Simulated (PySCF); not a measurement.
Members of one series of related molecules.

All values: wB97X-D/def2-SVPD (PySCF) at PBE0-D3(BJ)/def2-SVP geometries, gas phase, one conformer each. Core orbitals are frozen in the response; Δα² is half the sum of the squared differences of the principal polarisabilities. The calculation is non-relativistic, for germanium too.

Problem. Rank by polarisability anisotropy Δα, highest first.
A. `[CH3:1][C:2](=[O:3])[GeH2:4][c:5]1[cH:6][cH:7][cH:8][o:9]1` with C1–C2–Ge4–C5 178°, C2–Ge4–C5–C6 -1°
B. `[CH3:1][C:2](=[O:3])[GeH2:4][F:5]` with C1–C2–Ge4–F5 -1°
C. `[CH3:1][C:2](=[O:3])[GeH2:4][NH:5][CH:6]=[O:7]` with C1–C2–Ge4–N5 -109°, C2–Ge4–N5–C6 54°, Ge4–N5–C6–O7 2°
D. `[CH3:1][C:2](=[O:3])[GeH2:4][Cl:5]` with C1–C2–Ge4–Cl5 2°

Solution. A (8.10 Å³), D (3.55 Å³), B (2.43 Å³), C (1.91 Å³).

Problem. Rank by mean static polarisability, lowest first.
A. `C[C](=O)[GeH2][NH]C=O`
B. `C[C](=O)[GeH2][Cl]`
C. `[C]([GeH2][F])(=O)C`
D. `C[C](=O)[GeH2][c]1ccco1`

Solution. C (8.59 Å³), B (10.72 Å³), A (11.93 Å³), D (15.69 Å³).

Problem. Rank by HOMO energy, highest first.
A. `C[C](=O)[GeH2][c]1ccco1`
B. `C[C](=O)[GeH2][NH]C=O`
C. `C[C](=O)[GeH2][F]`

Solution. A (-8.47 eV), B (-8.77 eV), C (-9.17 eV).

All values together:

| SMILES | formula | μ (D) | HOMO (eV) | LUMO (eV) | α (Å³) | Δα (Å³) | electrons | α per electron (Å³) | ΔSCF removal energy (eV) |
| --- | --- | --- | --- | --- | --- | --- | --- | --- | --- |
| C[C](=O)[GeH2][F] | C2H5FGeO | 0.57 | -9.17 | 0.35 | 8.59 | 2.43 | 66 | 0.130 | 9.51 |
| C[C](=O)[GeH2][NH]C=O | C3H7GeNO2 | 2.72 | -8.77 | 0.60 | 11.93 | 1.91 | 80 | 0.149 | 8.98 |
| C[C](=O)[GeH2][c]1ccco1 | C6H8GeO2 | 1.60 | -8.47 | 0.61 | 15.69 | 8.10 | 92 | 0.171 | 8.57 |
| C[C](=O)[GeH2][Cl] | C2H5ClGeO | 0.76 | -9.15 | 0.31 | 10.72 | 3.55 | 74 | 0.145 | 9.42 |

Conformers: `[CH3:1][C:2](=[O:3])[GeH2:4][F:5]` with C1–C2–Ge4–F5 -1°; `[CH3:1][C:2](=[O:3])[GeH2:4][NH:5][CH:6]=[O:7]` with C1–C2–Ge4–N5 -109°, C2–Ge4–N5–C6 54°, Ge4–N5–C6–O7 2°; `[CH3:1][C:2](=[O:3])[GeH2:4][c:5]1[cH:6][cH:7][cH:8][o:9]1` with C1–C2–Ge4–C5 178°, C2–Ge4–C5–C6 -1°; `[CH3:1][C:2](=[O:3])[GeH2:4][Cl:5]` with C1–C2–Ge4–Cl5 2°.
